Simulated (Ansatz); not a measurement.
Reaction (SMILES): [NH][SiH2][SiH2]N → [NH][SiH2]N[SiH3]

Wanted: isomerisation energy (electronic), in kcal/mol. Conventions: frozen cores in correlated levels; six Cartesian d functions in 6-31G* and its kin unless marked 5d; no dispersion term unless named; non-relativistic; UHF or UKS for open shells; no spin-orbit coupling. CBS(X,Y): correlation extrapolated as X^-3; Hartree-Fock from the larger set. Ab initio and DFT rows: single points at B3LYP-D3(BJ) geometries (Ansatz, a first-principles code).

```
species            coefficient  E at HF/6-31G* (Ansatz), Eh  E at B3LYP/def2-TZVPD (Ansatz), Eh
-----------------  -----------  ---------------------------  ----------------------------------
[NH][SiH2][SiH2]N           -1                   -690.78204                          -692.78795
[NH][SiH2]N[SiH3]           +1                   -690.81856                          -692.81190
```

Coupled cluster (Ansatz) is a level with limits of its own, used here on species with T1 under 0.025 (0.045 for open shells) and stable references: CCSD(T)/CBS(cc-pV(T+d)Z,cc-pV(Q+d)Z). Value to compare with, CCSD(T)/CBS(cc-pV(T+d)Z,cc-pV(Q+d)Z) (Ansatz): -17.6 kcal/mol. 1 Eh = 627.5095 kcal/mol.

### Question
Compute it at each level from the table, and compare with CCSD(T)/CBS(cc-pV(T+d)Z,cc-pV(Q+d)Z) (Ansatz).

### Answer

- HF/6-31G*: the sum of coefficient times E is -0.03652 Eh, or -22.92 kcal/mol. Result: -22.9 kcal/mol. Its difference against CCSD(T)/CBS(cc-pV(T+d)Z,cc-pV(Q+d)Z) (Ansatz) is -5.3 kcal/mol.
- B3LYP/def2-TZVPD: the sum of coefficient times E is -0.02395 Eh, or -15.03 kcal/mol. Result: -15.0 kcal/mol. Its difference against CCSD(T)/CBS(cc-pV(T+d)Z,cc-pV(Q+d)Z) (Ansatz) is 2.6 kcal/mol.
